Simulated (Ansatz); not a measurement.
Start from `C[Si@@H](O)O[Si@H](O)Cl` and change one atom or group to get `C[SiH](O)O[SiH](O)O`.

Ansatz, PBE0-D4/def2-TZVP geometries, multiplicity 1. Each molecule was computed in one conformer, which needn't be the lowest.

```csv
property,`C[Si@@H](O)O[Si@H](O)Cl`
HOMO energy (PBE/def2-TZVPP) / eV,-7.25
HOMO energy (ωB97M-V/def2-TZVPP) / eV,-11.03
LUMO energy (B3LYP/def2-TZVPP) / eV,0.10
HOMO energy (PBE0/def2-TZVPP) / eV,-8.73
HOMO energy (B3LYP/def2-TZVPP) / eV,-8.50
LUMO energy (ωB97M-V/def2-TZVPP) / eV,1.95
```

(1) Give the same properties after the change, and the shifts. (An estimate is asked.)

Answers

(1) The calculation gave: 
| property | `C[SiH](O)O[SiH](O)O` | shift |
| --- | --- | --- |
| HOMO energy (PBE/def2-TZVPP) / eV | -6.73 | 0.52 |
| HOMO energy (ωB97M-V/def2-TZVPP) / eV | -10.48 | 0.55 |
| LUMO energy (B3LYP/def2-TZVPP) / eV | 0.25 | 0.15 |
| HOMO energy (PBE0/def2-TZVPP) / eV | -8.18 | 0.55 |
| HOMO energy (B3LYP/def2-TZVPP) / eV | -7.98 | 0.52 |
| LUMO energy (ωB97M-V/def2-TZVPP) / eV | 2.06 | 0.11 |

With PBE0 the HOMO rises by 0.55 eV and the LUMO rises by 0.21 eV, so the gap narrows by about 0.34 eV. PBE moves the HOMO by 0.52 eV and ωB97M-V by 0.55 eV.

B3LYP here is the variant with VWN-RPA as its local correlation; programs differ in this.
